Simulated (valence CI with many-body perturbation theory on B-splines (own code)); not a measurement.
## Forbidden lines of As¹⁰⁺

Calculated by relativistic CI+MBPT: five valence electrons over a frozen Dirac-Fock core [Ar], a basis of 7 s, 7 p, 8 d, 6 f, 4 g, 1 h functions for each j, with the one-electron correlation potential Σ1, the two-electron term Σ2, the three-electron term Σ3, Breit, model QED; selected CI, second order for the rest, scaled by the run's own slope (own B-spline code, finite nucleus).

No measured levels were compared; by estimate terms of the open shell hold to 2 to 4 % of their energy, and close levels can change places. Among the levels kept, up to 1200 cm⁻¹ of a level comes from second order outside the variational space, and about a tenth of that is noise between levels of different J, which matters for small intervals. Excitations out of the core, of the other parity, are not computed and may begin above about 68.1 eV (a cautious bound); beyond it only levels of the ground parity were kept, without lifetimes.

Lines 1 to 50 of 120 in falling wavelength, among levels below 549440 cm⁻¹, chosen from the decays that carry over 1 % of a level's rate. Wavelengths and rates use the calculated energies, so an error of 2000 cm⁻¹ moves a line at 32450 Å by 65 % and its rate by three times that or more. Weak lines are less certain than strong ones. Lines between different terms over intervals too small for the method are left out, as are lines whose strength nearly cancels. Intervals below about 2000 cm⁻¹, as at the head of this list, are uncertain by tens of per cent. Branching is blank where the lifetime is uncertain.

Names give the largest LS component (configuration and term), which can be under half, so a name can repeat, a term be missing and a line seem to break the LS rules; names also repeat where a configuration has a term twice. Letters in brackets count levels of one name in rising energy.

| λ vac (Å) | Upper | Lower | Type | A (s⁻¹) | Branch % |
| --- | --- | --- | --- | --- | --- |
| 5.609e+05 | 3d⁵ ⁴G_9/2 | 3d⁵ ⁴G_7/2 | M1 | 2.57e-04 | 10.8 |
| 2.541e+05 | 3d⁵ ⁴G_9/2 | 3d⁵ ⁴G_11/2 | M1 | 2.14e-03 | 89.2 |
| 2.179e+05 | 3d⁵ ⁴G_7/2 | 3d⁵ ⁴G_5/2 | M1 | 4.08e-03 | 77.1 |
| 1.076e+05 | 3d⁵ ²I_13/2 | 3d⁵ ²I_11/2 | M1 | 9.46e-03 | 7.2 |
| 72590 | 3d⁵ ⁴P_1/2 | 3d⁵ ⁴P_3/2 | M1 | 1.26e-01 | 99.8 |
| 40620 | 3d⁵ ⁴F_3/2 | 3d⁵ ⁴F_5/2 | M1 | 6.19e-01 | 1.8 |
| 38840 | 3d⁵ ⁴D_5/2 | 3d⁵ ⁴D_7/2 | M1 | 3.93e-01 | 1.3 |
| 32450 | 3d⁵ ⁴F_5/2 | 3d⁵ ²F_7/2 [a] | M1 | 6.47e-01 | 3.1 |
| 29930 | 3d⁵ ²G_9/2 [a] | 3d⁵ ²G_7/2 [a] | M1 | 2.90e-01 | 1.4 |
| 27350 | 3d⁵ ²G_9/2 [a] | 3d⁵ ²H_11/2 | M1 | 2.21e-01 | 1.0 |
| 25570 | 3d⁵ ²G_7/2 [a] | 3d⁵ ²H_9/2 | M1 | 2.44e-01 | 3.4 |
| 19610 | 3d⁵ ²F_5/2 [a] | 3d⁵ ⁴F_7/2 | M1 | 1.47e+00 | 1.6 |
| 17040 | 3d⁵ ⁴F_5/2 | 3d⁵ ²D_3/2 [a] | M1 | 1.85e+00 | 8.8 |
| 16100 | 3d⁵ ²H_9/2 | 3d⁵ ⁴F_9/2 | M1 | 1.70e+00 | 4.5 |
| 14200 | 3d⁵ ⁴D_1/2 | 3d⁵ ⁴P_1/2 | M1 | 5.04e+00 | 64.0 |
| 13790 | 3d⁵ ²G_9/2 [a] | 3d⁵ ²H_9/2 | M1 | 3.39e+00 | 16.0 |
| 13040 | 3d⁵ ²G_7/2 [a] | 3d⁵ ⁴F_7/2 | M1 | 9.09e-02 | 1.3 |
| 12820 | 3d⁵ ⁴D_7/2 | 3d⁵ ⁴P_5/2 | M1 | 2.83e+00 | 66.9 |
| 12000 | 3d⁵ ⁴F_3/2 | 3d⁵ ²D_3/2 [a] | M1 | 1.63e+00 | 4.6 |
| 11880 | 3d⁵ ⁴D_1/2 | 3d⁵ ⁴P_3/2 | M1 | 2.83e+00 | 35.9 |
| 11540 | 3d⁵ ²G_7/2 [a] | 3d⁵ ⁴F_5/2 | M1 | 9.68e-01 | 13.6 |
| 11380 | 3d⁵ ⁴F_5/2 | 3d⁵ ²D_5/2 [a] | M1 | 2.89e-01 | 1.4 |
| 10900 | 3d⁵ ⁴D_5/2 | 3d⁵ ⁴P_3/2 | M1 | 5.97e-01 | 2.0 |
| 10890 | 3d⁵ ²F_5/2 [a] | 3d⁵ ²F_7/2 [a] | M1 | 9.16e-01 | 1.0 |
| 10750 | 3d⁵ ⁴D_3/2 | 3d⁵ ⁴P_3/2 | M1 | 4.23e+00 | 18.8 |
| 10220 | 3d⁵ ⁴F_7/2 | 3d⁵ ²D_5/2 [a] | M1 | 4.15e+00 | 7.2 |
| 9880 | 3d⁵ ²G_7/2 [a] | 3d⁵ ⁴F_9/2 | M1 | 7.40e-01 | 10.4 |
| 9637 | 3d⁵ ⁴D_5/2 | 3d⁵ ⁴P_5/2 | M1 | 2.33e+00 | 7.8 |
| 9518 | 3d⁵ ⁴D_3/2 | 3d⁵ ⁴P_5/2 | M1 | 1.71e+00 | 7.6 |
| 9081 | 3d⁵ ²G_9/2 [a] | 3d⁵ ⁴F_7/2 | M1 | 1.50e+00 | 7.1 |
| 8510 | 3d⁵ ²G_7/2 [a] | 3d⁵ ²F_7/2 [a] | M1 | 3.57e+00 | 50.1 |
| 8357 | 3d⁵ ²F_5/2 [a] | 3d⁵ ²D_3/2 [a] | M1 | 1.83e+00 | 2.1 |
| 7757 | 3d⁵ ⁴D_7/2 | 3d⁵ ⁴G_9/2 | M1 | 4.54e-01 | 10.7 |
| 7652 | 3d⁵ ⁴D_7/2 | 3d⁵ ⁴G_7/2 | M1 | 5.74e-01 | 13.6 |
| 7428 | 3d⁵ ²G_9/2 [a] | 3d⁵ ⁴F_9/2 | M1 | 1.86e+00 | 8.8 |
| 7421 | 3d⁵ ²F_5/2 [b] | 3d⁵ ⁴F_3/2 | M1 | 4.50e+00 | 21.6 |
| 6719 | 3d⁵ ²F_5/2 [a] | 3d⁵ ²D_5/2 [a] | M1 | 2.35e+01 | 26.4 |
| 6694 | 3d⁵ ²F_5/2 [b] | 3d⁵ ⁴F_7/2 | M1 | 4.03e+00 | 19.4 |
| 6275 | 3d⁵ ²F_5/2 [b] | 3d⁵ ⁴F_5/2 | M1 | 1.09e+00 | 5.2 |
| 6161 | 3d⁵ ⁴D_3/2 | 3d⁵ ⁴G_5/2 | M1 | 2.43e-01 | 1.1 |
| 5933 | 3d⁵ ²F_7/2 [b] | 3d⁵ ⁴F_5/2 | M1 | 5.27e+00 | 27.8 |
| 5894 | 3d⁵ ²D_5/2 [a] | 3d⁵ ⁴D_5/2 | M1 | 1.10e+00 | 1.3 |
| 5728 | 3d⁵ ²G_7/2 [a] | 3d⁵ ²D_5/2 [a] | M1 | 1.98e-01 | 2.8 |
| 5463 | 3d⁵ ²F_7/2 [b] | 3d⁵ ⁴F_9/2 | M1 | 7.62e+00 | 40.1 |
| 5313 | 3d⁵ ²H_9/2 | 3d⁵ ²I_11/2 | M1 | 3.64e+00 | 9.7 |
| 5258 | 3d⁵ ²F_5/2 [b] | 3d⁵ ²F_7/2 [a] | M1 | 4.30e-01 | 2.1 |
| 4654 | 3d⁵ ²H_11/2 | 3d⁵ ²I_13/2 | M1 | 8.36e+00 |  |
| 4586 | 3d⁵ ²F_5/2 [b] | 3d⁵ ²D_3/2 [a] | M1 | 3.34e+00 | 16.1 |
| 4461 | 3d⁵ ²H_11/2 | 3d⁵ ²I_11/2 | M1 | 1.74e+01 |  |
| 4411 | 3d⁵ ²F_7/2 [a] | 3d⁵ ⁴D_5/2 | M1 | 2.33e+00 | 8.7 |
